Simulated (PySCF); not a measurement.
Gas-phase reaction: GeH2 + 4 H2O + C3H6 (propylene) → Ge(OH)4 + 3 CH4

Energies from PySCF (xtb for GFN2), thermal terms from the rigid-rotor harmonic-oscillator model, ideal gas at 1 bar. † marks an energy on the PBE0/def2-TZVP geometry and frequencies; other levels use their own. MP2 and CCSD(T) freeze the core. 6-31G* has spherical d functions here. All species are closed-shell singlets. B3LYP is the form with VWN-RPA correlation. Ge: all electrons, no relativistic terms. GeH2, Ge(OH)4: computed as isolated molecules; such fragments, hydroxides, amides, oligomers or adducts are transient or little studied in the gas. MP2 isn't extrapolated to the basis-set limit; its ΔH°(298 K) is -604.9 kJ in def2-SVP and -591.5 kJ in def2-TZVPP. CCSD(T) isn't extrapolated to the basis-set limit; its ΔH°(298 K) is -560.9 kJ in def2-SVP and -560.7 kJ in def2-TZVPP. The harmonic model lacks anharmonicity and excited electronic states, which grow with temperature; levels with a mode under 35 cm⁻¹ are left out. Internal rotation in C3H6 (propylene), Ge(OH)4 is treated as a harmonic vibration of one conformer, which makes the entropy rough.

| level | ΔE electronic, kJ | ΔH°(298 K), kJ | ΔS°(298 K), J/K | ΔG°(2000 K), kJ |
|---|---|---|---|---|
| B3LYP/6-31G* | -628 | -598 | -330 | 37 |
| B3LYP/def2-TZVP† | -561 | -536 | -329 | 93 |
| CCSD(T)/def2-SVP† | -586 | -561 | -329 | 68 |
| GFN2-xTB | -557 | -520 | -324 | 99 |
| M06-2X/def2-TZVP† | -647 | -622 | -329 | 7 |
| MP2/def2-SVP† | -630 | -605 | -329 | 24 |
| MP2/def2-TZVPP† | -617 | -592 | -329 | 38 |
| PBE/def2-SVP | -606 | -581 | -327 | 43 |
| r2SCAN/def2-TZVP† | -625 | -600 | -329 | 29 |
| LDA/def2-TZVP† | -629 | -603 | -329 | 26 |
| ωB97M-V/def2-TZVP† | -588 | -563 | -329 | 66 |
ΔH° is lowest at M06-2X/def2-TZVP† and highest at GFN2-xTB. No reference value is set beside these.
